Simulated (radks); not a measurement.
Values are calculated unless marked as measured or tabulated.
Q: Valence configurations of Gd I (all share [Xe]). Level of theory: scalar-relativistic Kohn-Sham, LDA (Slater exchange, Perdew-Wang correlation), spin-unpolarised, spherical densities, finite nucleus; Fermi nuclear charge, rms radius 5.1569 fm (a radial shooting solver on a logarithmic mesh with Libxc functionals). Order these by energy: 4f7 5d1.5 6s1.5; 4f6 5d1 6s1 6p2; 4f6.5 5d1 6s2 6p0.5; 4f7 6s2 6p1; 4f7 5d1 6s2; 4f8 5d1 6s1; 4f7 5d1 6s1 6p1; 4f6 5d1.5 6s2 6p0.5; 4f7.5 5d1 6s1.5; 4f6.5 5d1.5 6s2.

A: From the lowest, in eV above it: 4f7.5 5d1 6s1.5 0.000; 4f8 5d1 6s1 0.001; 4f7 5d1 6s2 1.501; 4f7 5d1.5 6s1.5 2.342; 4f7 6s2 6p1 3.434; 4f7 5d1 6s1 6p1 4.458; 4f6.5 5d1.5 6s2 5.294; 4f6.5 5d1 6s2 6p0.5 6.350; 4f6 5d1.5 6s2 6p0.5 11.790; 4f6 5d1 6s1 6p2 17.174. NIST lists [Xe] 4f7 5d1 6s2 as the ground configuration; this level of theory puts 4f7.5 5d1 6s1.5 lower, by 1.501 eV. The energies are those of spherical spin-averaged densities, not of single terms.
